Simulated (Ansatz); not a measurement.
`[AlH2][NH][SiH2]O[SiH3]` + silanol → `[SiH3]O[SiH2]O[SiH3]` + `[NH2][AlH2]`  (ligand exchange at the Si–N bond)

Calculated with Ansatz (gas phase, PBE0-D4/def2-TZVP geometries, no zero-point term in ΔE). CCSD(T)/CBS is the MP2 limit (def2-TZVPP, def2-QZVPP) plus CCSD(T) − MP2 in def2-TZVPP, frozen cores. This one scheme is used for every species. DFT in def2-TZVPP. B3LYP here is the variant with VWN-RPA as its local correlation; programs differ in this. HSE06 is defined as in plane-wave codes. Each species was taken in one conformer, which may not be the lowest.

| level | ΔE (kJ/mol) |
| --- | --- |
| B97M-V | -58.3 |
| ωB97X-V | -57.0 |
| BLYP | -58.1 |
| PBE0 | -52.3 |
| B3LYP | -59.6 |
| HSE06 | -52.0 |
| CAM-B3LYP | -61.4 |
| CCSD/CBS(def2) | -58.9 |

(1) What does CCSD(T)/CBS give? (An estimate is asked.)

Largest T1 diagnostic among the species: 0.012.

Results:

(1) Computed: -56.6 kJ/mol. The listed levels differ from it by -1.7, -0.4, -1.5, 4.3, -3.0, 4.6, -4.8, -2.3 kJ/mol.

Leaving LDA and LC-ωPBE aside and taking each functional with its dispersion term where it has one, the values, not all of them listed here, spread over 14.3 kJ/mol, from BHLYP-D4 to revPBE-D4. In def2-TZVPP, CCSD(T) changes the Hartree–Fock value by +13.0 kJ/mol (the triples alone add +2.3 kJ/mol) and MP2 by +13.7 kJ/mol. From BLYP to BHLYP (50 % exact exchange), in def2-TZVPP and without D4, ΔE moves by −5.0 kJ/mol.
